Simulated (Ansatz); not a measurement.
Br$_{3}$HOSi, SMILES `O[Si](Br)(Br)Br`. The species carries charge 0 and has multiplicity 1. All single points use the PBE0-D4/def2-TZVP geometry. It is one conformer, not always the lowest.

```xyz
6

O     0.888    0.990    0.356
Si   -0.183   -0.196    0.091
Br   -1.887    0.530   -1.099
Br    0.747   -1.868   -0.999
Br   -0.862   -0.860    2.059
H     1.297    1.404   -0.408
```

(1) What is the dipole moment at r2SCAN/def2-TZVPP? (Estimate.)

(2) And with PBE, B3LYP, ωB97M-V? (Estimate.)

(3) Give the Mulliken charges with r2SCAN, ωB97M-V, B3LYP in def2-TZVPP. (Estimate.)

Answers

(1) The calculation gave: 1.51 D, with components (0.83, 0.87, -0.91) D in this frame, pointing from negative to positive charge.

(2) The calculation gave: PBE 1.45 D, B3LYP 1.48 D, ωB97M-V 1.51 D.

(3) Ansatz gave: 
```
atom  r2SCAN  ωB97M-V  B3LYP
  O1   -0.36    -0.32  -0.34
 Si2    0.64     0.53   0.62
 Br3   -0.17    -0.14  -0.17
 Br4   -0.17    -0.14  -0.17
 Br5   -0.15    -0.12  -0.14
  H6    0.21     0.19   0.20
```

B3LYP here is the variant with VWN-RPA as its local correlation; programs differ in this.
